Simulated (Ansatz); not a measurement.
`CO[SiH]([SiH3])S` + H–F → `F[SiH]([SiH3])S` + CH₃OH at 400 K and 1 bar (ligand exchange at the Si–O bond).

Computed with Ansatz on PBE0-D4/def2-TZVP structures; ΔE is electronic, products minus reactants. CBS: MP2 limit from def2 TZ/QZ plus the TZ coupled-cluster correction, frozen cores. This one scheme is used for every species. Each species was taken in one conformer, which may not be the lowest.

```tsv
species	CCSD(T)/CBS energy (Eh)	H − E (kJ/mol)	S (J/(mol·K))
`CO[SiH]([SiH3])S`	-1094.02757	269.4	445.5
H–F	-100.39570	36.5	182.2
`F[SiH]([SiH3])S`	-1078.81755	155.9	388.5
CH₃OH	-115.61712	151.2	252.6
```

H − E and S are ideal-gas, rigid-rotor, harmonic terms from PBE0-D4/def2-TZVP, for one conformer and one mirror image of each species. 1 Eh = 2625.50 kJ/mol, R = 8.31446 J/(mol·K).

Question: By hand: ΔE, ΔH, ΔS and ΔG.

Answer: ΔE = (-1078.81755) + (-115.61712) − (-1094.02757) − (-100.39570) = -0.01140 Eh = -29.9 kJ/mol. Δ(H − E) = 155.9 + 151.2 − 269.4 − 36.5 = 1.2, so ΔH = -28.7 kJ/mol. ΔS = 388.5 + 252.6 − 445.5 − 182.2 = 13.4 J/(mol·K). ΔG = -28.7 − 400 × (13.4)/1000 = -34.1 kJ/mol.

Question: By hand: the equilibrium constant, and the temperature at which ΔG would vanish if ΔH and ΔS stayed fixed.

Answer: log₁₀ K = −ΔG/(RT ln 10) = 4.5. ΔH and −TΔS have one sign here, so there is no such temperature.

The number of gas molecules stays the same, so ΔS is small and ΔH decides. A doubt of 5 kJ/mol in ΔE shifts log₁₀ K by 0.7 here. Other conformers and mirror images would add mixing entropy, several J/(mol·K) or more a flexible species. These are equilibria of isolated gas molecules and say nothing of rates. Largest T1 diagnostic: 0.013 (customary marks: 0.02 for closed shells, 0.045 for open ones).
